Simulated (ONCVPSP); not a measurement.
**Cutoff test, Ne (Z = 10), ONCV**

```
Element                 : neon (Ne)
Generator               : ONCVPSP 4.0.1
Type                    : optimised norm-conserving Vanderbilt (ONCV)
Functional              : PBE
Relativity              : scalar-relativistic
Frozen core             : [He]
Valence charge          : 8
Reference configuration : 2s2 2p6
Partial waves           : 2s: rc 0.60 bohr, ncon 4, nbas 9, qcut 11.9 1/bohr, local; 2p: rc 1.45 bohr, ncon 4, nbas 8, qcut 10.2 1/bohr, 1 projector; d scattering state at 0.47 Ha: rc 1.35 bohr, ncon 4, nbas 9, qcut 6.2 1/bohr, 2 projectors, debl 2.8 Ha
Local potential         : the s channel
Core correction         : Teter function, fcfact 4, rcfact 1.05
```

Task: For each optimised wave give the share of its norm inside rc, the residual kinetic energy above qcut (Ha) and the cutoffs (Ha) for errors of 10, 1, 0.1 and 0.01 mHa per electron.

Result:

| wave | norm inside rc | residual KE | 10 mHa | 1 mHa | 0.1 mHa | 0.01 mHa |
| --- | --- | --- | --- | --- | --- | --- |
| 2s | 0.246 | 9.2e-04 | 50.1 | 69.8 | 311.9 | 624.9 |
| 2p | 0.828 | 5.7e-07 | 29.5 | 36.6 | 42.4 | 46.8 |
| d projector 1 | 0.008 | 1.7e-05 | 1.7 | 6.2 | 13.6 | 21.3 |
| d projector 2 | 0.228 | 5.0e-03 | 16.7 | 23.9 | 50.0 | 119.7 |

The occupied waves need 70 Ha and 312 Ha for 1 and 0.1 mHa. Rows with under 1 % of the norm inside rc give no meaningful cutoff. Its largest configuration-test error is +3429 meV.
